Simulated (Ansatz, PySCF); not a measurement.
Gas-phase reaction R1 → 2 P1, each structure at its B3LYP-D3(BJ)/def2-TZVP stationary point, reached from a drawn start (curvature not checked).
R1: N2 (SMILES N#N), charge 0, multiplicity 1.
P1: N atom, charge 0, multiplicity 4.

| level | reaction energy (eV) | minus CCSD(T)/cc-pVQZ |
|---|---|---|
| HF/cc-pVDZ | 4.699 | -4.948 |
| HF/cc-pVTZ | 4.988 | -4.659 |
| HF/cc-pVQZ | 5.031 | -4.615 |
| SVWN5/def2-TZVPP | 11.567 | 1.920 |
| PBE/def2-TZVPP | 10.540 | 0.893 |
| BLYP/def2-TZVPP | 10.395 | 0.749 |
| revPBE/def2-TZVPP | 10.127 | 0.481 |
| r2SCAN/def2-TZVPP | 9.526 | -0.120 |
| B97M-V/def2-TZVPP | 9.729 | 0.083 |
| B3LYP/def2-TZVPP | 9.941 | 0.294 |
| PBE0/def2-TZVPP | 9.760 | 0.113 |
| BHLYP/def2-TZVPP | 8.990 | -0.656 |
| M06-2X/def2-TZVPP | 9.839 | 0.193 |
| CAM-B3LYP/def2-TZVPP | 9.907 | 0.260 |
| wB97X-V/def2-TZVPP | 9.995 | 0.348 |
| wB97M-V/def2-TZVPP | 9.979 | 0.333 |
| B2PLYP/def2-TZVPP | 9.914 | 0.267 |
| MP2/cc-pVDZ | 9.128 | -0.518 |
| MP2/cc-pVTZ | 9.885 | 0.238 |
| MP2/cc-pVQZ | 10.180 | 0.533 |
| SCS-MP2/cc-pVDZ | 9.110 | -0.536 |
| SCS-MP2/cc-pVTZ | 10.003 | 0.356 |
| SCS-MP2/cc-pVQZ | 10.354 | 0.707 |
| CCSD/cc-pVDZ | 8.351 | -1.295 |
| CCSD/cc-pVTZ | 8.991 | -0.656 |
| CCSD/cc-pVQZ | 9.258 | -0.389 |
| CCSD(T)/cc-pVDZ | 8.634 | -1.012 |
| CCSD(T)/cc-pVTZ | 9.363 | -0.284 |
| CCSD(T)/cc-pVQZ | 9.647 | 0.000 |

 The comparison column counts from a level with limits of its own.

P less R. No zero-point or thermal terms; singlets are restricted closed shells; open shells are unrestricted.

Cores are frozen in the correlated methods.

Run with Ansatz (Gaussian orbitals); PySCF for M06-2X. No computed number here is a measurement.

Ansatz is a first-principles code.
